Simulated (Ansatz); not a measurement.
An input meant for WNF₃ (charge 0, singlet).

```yaml
crystal:
  periodic: [false, false, false]
  atoms:
    - {symbol: W, position_ang: [0.000301, -0.000544, -0.065800]}
    - {symbol: N, position_ang: [-0.007250, 0.013155, 1.584814]}
    - {symbol: F, position_ang: [1.808616, -0.002367, -0.498094]}
    - {symbol: F, position_ang: [-0.902361, 1.559143, -0.523454]}
    - {symbol: F, position_ang: [-0.899297, -1.569386, -0.497476]}
basis:
  gaussian: {orbitals: def2-TZVPP}
magnetization: {spin_polarized: true, initial_magnetization: 8}
hamiltonian: {xc: {name: B97M-V}}
scf: {omitted_lower_state_checks: [starts]}
```

```sh
$ ansatz run in.yaml --threads 4 --pin off --events-out ev --progress --plain --max-ram 3916MiB
```

Output, abridged:

```
Functional definition: B97M-V
958 factors; their error is unknown
mean field evaluation 1: about -11440.7345 eV, gradient 3.5e1 eV
mean field evaluation 2: about -11408.2293 eV, gradient 7.9e1 eV
mean field evaluation 4: about -11432.9616 eV, gradient 5.7e1 eV
mean field evaluation 8: about -11447.6193 eV, gradient 6.7e0 eV
mean field evaluation 16: about -11447.8047 eV, gradient 5.6e-2 eV
mean field evaluation 32: about -11447.8090 eV, gradient 3.7e-3 eV
mean field -11447.80899351 eV, -420.6992209080 hartree, gradient 7.8e-6 eV, S^2 20.011177; 0 other end points of the search recorded, 0 dependent functions left out
reference -11447.80907194 eV, -420.6992237901 hartree; 28, 20 occupied and 152, 160 virtual orbitals, 958 factors
Total energy: -11447.80907194 eV, -420.6992237901 hartree
Checks for a lower state left out: starts
```

Q: What is wrong with this run?

A: The spin is set far too high (8 unpaired electrons typed, 0 in the singlet as meant). The run converged. The result belongs to that input, not to the species as meant.
